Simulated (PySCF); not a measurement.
**Adding and removing an electron: HfBr**

TPSS; Hf def2-TZVPPD with ECP60, Br def2-TZVPPD; scalar-relativistic core potentials (PySCF 2.14). Neutral (UKS): doublet (δ ↑), Re = 2.475 Å, ωe = 244 cm⁻¹, HOMO -4.15 eV, LUMO -3.06 eV.

HfBr⁻ (UKS): triplet (π ↑, δ ↑), Re = 2.635 Å, ωe = 170 cm⁻¹. The energies at the minima are -2622.03423 hartree for HfBr and -2622.06264 for HfBr⁻.

Question: Work out the adiabatic electron affinity, without and with harmonic zero-point energies (1 hartree = 27.2114 eV, 1 eV = 8065.5 cm⁻¹), and the change of the bond length.

Answer: At TPSS: 0.02841 hartree = 0.773 eV between the minima; the zero-point term (244.0 − 170.0)/2 cm⁻¹ = +0.005 eV makes it 0.778 eV. Re changes by +16.0 pm against the neutral. The electron enters a π orbital, and the longer bond of the ion fits an antibonding orbital, or a change in how ionic the bond is.

De is left out where the level can put another filling of the metal’s s and d shells below the measured ground configuration, by anything from nothing to about 1 eV. Spin–orbit coupling is left out, which matters for elements this heavy, above all for dissociation energies. The highest Kohn–Sham level is positive in this anion. Much of that is self-interaction error, but it also means that the finite basis helps to hold the extra electron. The state is the lowest single determinant that the PBE0 search found; with open d or f shells the true ground state can be another one.
